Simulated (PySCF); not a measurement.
Compound: [CrI4]2- (charge -2 and quintet state).
SMILES: `[I][Cr-2]([I])([I])[I]`

Theory: PBE0-D3(BJ)/def2-SVP geometry optimisation, gas phase, def2 core potentials past Kr in PySCF 2.14.0.

Take the most abundant isotopes and a rigid rotor. 

(1) Give the principal moments of inertia and the rotational constants in GHz.

(2) What kind of rotor is it?

(3) Is it planar, by Δ = Ic − Ia − Ib?

(4) Give the other two planar moments, Paa and Pbb, and the rms extents of the mass along the axes.

Results:

(1) Ia = 2244.13, Ib = 2247.56, Ic = 3355.91 u·Å²; 505379 MHz·u·Å²/I gives 225.2, 224.9 and 150.6 MHz, that is A = 0.2252, B = 0.2249, C = 0.1506 GHz.

(2) An oblate symmetric top, as the point group D2d requires two equal moments; Ray's κ = 0.991.

(3) Not planar: Δ = Ic − Ia − Ib = -1135.77 u·Å². For a rigid frame Δ = −2 Σ m c², so Σ m c² = 567.89 u·Å² lies off the ab plane. The atom farthest from that plane is 1.06 Å away.

(4) Paa = Σ m a² = (Ib + Ic − Ia)/2 = 1679.67 and Pbb = Σ m b² = (Ia + Ic − Ib)/2 = 1676.24 u·Å². With the mass M = 559.56 u, the rms extents √(P/M) along a, b and c are 1.73, 1.73, 1.01 Å.

The point group D2d allows no dipole (computed: 0.02 D (about the centre of mass, as the species is charged)), so a rigid rotor has no electric-dipole lines.

For this open shell read J as N, the rotation without spin; fine and hyperfine splittings come on top. Stationary, but not proved a minimum. ⟨S²⟩ = 6.060 (exact for a quintet: 6.00). Whether so highly charged an anion holds all its electrons in the gas phase wasn't checked; a finite basis holds them in any case. The ion is multiply charged and computed without counter-ions or solvent. These are rigid-rotor constants of the computed structure; measured ground-state constants (B0) also hold zero-point vibration.

For an open-shell metal species like this, the optimisation's SCF solution wasn't tested for stability and no frequencies at its level were run, so a lower state or another shape may exist.
